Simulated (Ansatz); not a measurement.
Stepwise reaction of `[AlH2][SH]` with hydrogen sulfide, as a gas-phase model of exchange steps in deposition or etching. ΔE in kJ/mol; ΔG adds harmonic PBE0-D4 terms to CCSD(T)/CBS, at 1 bar.

Computed with Ansatz on PBE0-D4/def2-TZVP structures; ΔE is electronic, products minus reactants. CBS: MP2 limit from def2 TZ/QZ plus the TZ coupled-cluster correction, frozen cores. This one scheme is used for every species. Functionals use def2-TZVPP. B3LYP here is the variant with VWN-RPA as its local correlation; programs differ in this. One conformer a species, not always the lowest.

```json
{"step": "1", "reaction": "`[AlH2][SH]` + H₂S → `[SH][AlH][SH]` + H₂", "PBE-D4": "-99.3", "B3LYP-D4": "-94.2", "ωB97M-V": "-94.2", "CCSD(T)/CBS": "-97.9", "ΔG(600 K)": "-82.0"}
```

Problem. Give the row of step 2, `[SH][AlH][SH]` + H₂S → `[SH][Al]([SH])[SH]` + H₂. (Estimate.)

Solution. The calculation gave: 
```json
{"step": "2", "reaction": "`[SH][AlH][SH]` + H₂S → `[SH][Al]([SH])[SH]` + H₂", "PBE-D4": "-92.2", "B3LYP-D4": "-88.5", "ωB97M-V": "-87.3", "CCSD(T)/CBS": "-91.7", "ΔG(600 K)": "-89.5"}
```

Problem. By hand: ΔE of the 2 steps together at CCSD(T)/CBS.

Solution. (-97.9) + (-91.7) = -189.6 kJ/mol, or -94.8 kJ/mol a step.

In ΔE each step is higher than the one before. All are downhill at CCSD(T)/CBS. ΔG lies between -89.5 and -82.0 kJ/mol a step. PBE-D4 differs from CCSD(T)/CBS by -1.4 to -0.5 kJ/mol a step. Isolated molecules leave out the surface, adducts and barriers. Largest T1 diagnostic: 0.011.
